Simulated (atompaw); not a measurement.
## u(r) = r·R(r): atom against pseudo-atom (P)

Columns: radius, all-electron u(r) and pseudo u(r) of the 3p shell (level -7.53 eV) of phosphorus in the configuration [Ne] 3s2 3p2.75; PBE, scalar-relativistic, PAW (atompaw) scheme, atompaw 4.2.0.5.

```json
{"r (bohr)": "0.063", "all-electron": "-0.0694", "pseudo": "0.0025"}
{"r (bohr)": "0.127", "all-electron": "-0.1793", "pseudo": "0.0102"}
{"r (bohr)": "0.190", "all-electron": "-0.2601", "pseudo": "0.0227"}
{"r (bohr)": "0.254", "all-electron": "-0.3000", "pseudo": "0.0401"}
{"r (bohr)": "0.317", "all-electron": "-0.3009", "pseudo": "0.0617"}
{"r (bohr)": "0.381", "all-electron": "-0.2713", "pseudo": "0.0877"}
{"r (bohr)": "0.444", "all-electron": "-0.2207", "pseudo": "0.1170"}
{"r (bohr)": "0.508", "all-electron": "-0.1553", "pseudo": "0.1499"}
{"r (bohr)": "0.571", "all-electron": "-0.0830", "pseudo": "0.1848"}
{"r (bohr)": "0.635", "all-electron": "-0.0059", "pseudo": "0.2224"}
{"r (bohr)": "0.698", "all-electron": "0.0702", "pseudo": "0.2607"}
{"r (bohr)": "0.762", "all-electron": "0.1455", "pseudo": "0.3006"}
{"r (bohr)": "0.825", "all-electron": "0.2161", "pseudo": "0.3400"}
{"r (bohr)": "0.888", "all-electron": "0.2822", "pseudo": "0.3791"}
{"r (bohr)": "0.952", "all-electron": "0.3441", "pseudo": "0.4181"}
{"r (bohr)": "1.015", "all-electron": "0.3997", "pseudo": "0.4551"}
{"r (bohr)": "1.079", "all-electron": "0.4506", "pseudo": "0.4909"}
{"r (bohr)": "1.142", "all-electron": "0.4955", "pseudo": "0.5240"}
{"r (bohr)": "1.206", "all-electron": "0.5358", "pseudo": "0.5550"}
{"r (bohr)": "1.269", "all-electron": "0.5704", "pseudo": "0.5827"}
{"r (bohr)": "1.333", "all-electron": "0.6005", "pseudo": "0.6077"}
{"r (bohr)": "1.396", "all-electron": "0.6254", "pseudo": "0.6292"}
{"r (bohr)": "1.460", "all-electron": "0.6462", "pseudo": "0.6478"}
{"r (bohr)": "1.523", "all-electron": "0.6626", "pseudo": "0.6631"}
{"r (bohr)": "1.587", "all-electron": "0.6753", "pseudo": "0.6753"}
{"r (bohr)": "1.650", "all-electron": "0.6843", "pseudo": "0.6843"}
```

Question: How many radial nodes do the two functions have?

Answer: The all-electron 3p function has n − l − 1 = 1; the pseudo-wave has 0, since the states of the same l below it are removed with the core.

Question: Is the pseudo-wave norm-conserving?

Answer: No, it belongs to a PAW set: the norm inside the radius is not constrained, and the difference is carried by the augmentation charge.
